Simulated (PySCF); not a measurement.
CBr3, SMILES Br[C](Br)Br (connectivity only; charge and spin as stated), charge +1, multiplicity 1.

Coordinates come from a TPSSh-D3(BJ)/def2-SVP optimisation. The multiplicity is an assumed one; no other spin state was optimised. The isomer is the one that the SMILES or the coordinates give; other isomers of the formula were not compared.

Calculation: ωB97X/def2-TZVP (PySCF).

Gas-phase values at a fixed geometry.

**Question.** Estimate the frontier levels, gap, dipole moment and polarisability. (The exact figures need the calculation; the answer reports its results.)

**Answer.** 
The highest occupied level is -16.33 eV. The lowest empty level is -7.58 eV and the orbital gap is 8.75 eV. The dipole moment about the centre of nuclear charge comes out as 0.00 D. The mean static polarisability comes out as 68.5 bohr³ (10.14 Å³) and the polarisability, principal values is 40.4, 82.5, 82.5 bohr³.
